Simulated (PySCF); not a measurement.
H5N2NbOS, multiplicity 1. Atoms are numbered in the order given.

```xyz
10

Nb     0.1888     0.0164     0.0000
S     -1.9742     0.0559     0.0000
O      1.0317     1.7244     0.0000
H      0.7229     2.6382     0.0000
N      0.7837    -0.9337    -1.6283
H      0.1858    -1.4058    -2.3032
H      1.7627    -1.0590    -1.8851
N      0.7837    -0.9337     1.6283
H      0.1858    -1.4058     2.3032
H      1.7627    -1.0590     1.8851
```

Geometry: B3LYP-D3(BJ)/def2-SVP. The multiplicity is an assumed one; no other spin state was optimised. The structure was generated by enumeration; whether it is a known compound was not checked. The def2 effective core potentials stand for the cores of Nb; spin–orbit coupling is left out. One conformer was computed; it need not be the lowest.

All values below come from PBE0/def2-TZVP (PySCF).

Gas-phase values at a fixed geometry.

Q: Estimate the frontier levels, gap, dipole moment and polarisability. (An estimate is asked for; the answer gives what the named calculation found.)

A: 
```yaml
highest_occupied_level: -7.37 eV
lowest_empty_level: -1.53 eV
orbital_gap: 5.84 eV
dipole_moment: 3.02 D
quadrupole, principal values (traceless, Buckingham form, about the centre of nuclear charge): -8.34, 3.59, 4.75 D·Å
mean_static_polarisability: 82.0 bohr³ (12.15 Å³)
polarisability_principal_values: 71.6, 77.7, 96.6 bohr³
```
